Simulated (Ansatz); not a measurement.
Z-matrix (Å, degrees):
```
C
C 1 1.489
H 1 1.088 2 112.5
H 1 1.093 2 109.1 3 -122.2
H 1 1.093 2 108.7 3 121.6
C 2 1.395 1 120.8 3 -2.1
O 2 1.276 1 115.5 3 177.5
C 6 1.395 2 123.0 1 177.7
H 6 1.080 2 118.5 1 -0.4
Al 7 1.811 2 126.1 1 172.2
C 8 1.489 6 120.8 2 -177.7
O 8 1.276 6 123.7 2 1.8
O 10 1.693 7 113.5 2 132.2
Cl 10 2.109 7 108.4 2 -98.0
H 11 1.088 8 112.5 6 2.2
H 11 1.093 8 109.1 6 124.4
H 11 1.093 8 108.7 6 -119.3
H 13 0.954 10 124.4 7 -53.8
```

Total charge 0; spin multiplicity 1.

(1) List the PBE/def2-TZVPP orbital energies in eV (Ansatz). (Best estimate.)

Results:

(1) Ansatz gave: Occupied: -2737.68, -1506.54, -511.13, -511.13, -509.12, -272.01, -272.01, -269.52, -269.52, -269.38, -248.27, -188.92, -188.82, -188.82, -106.74, -68.75, -68.71, -68.65, -27.23, -26.70, -23.55, -20.34, -19.32, -19.06, -18.18, -15.24, -14.56, -13.28, -12.69, -11.91, -11.67, -11.37, -11.15, -10.76, -10.48, -10.00, -9.88, -9.40, -8.68, -8.28, -7.36, -7.22, -7.06, -7.00, -6.73, -6.55. Lowest empty: -3.11, -0.19, 0.05, 0.51, 0.61, 0.99, 1.75, 1.82.
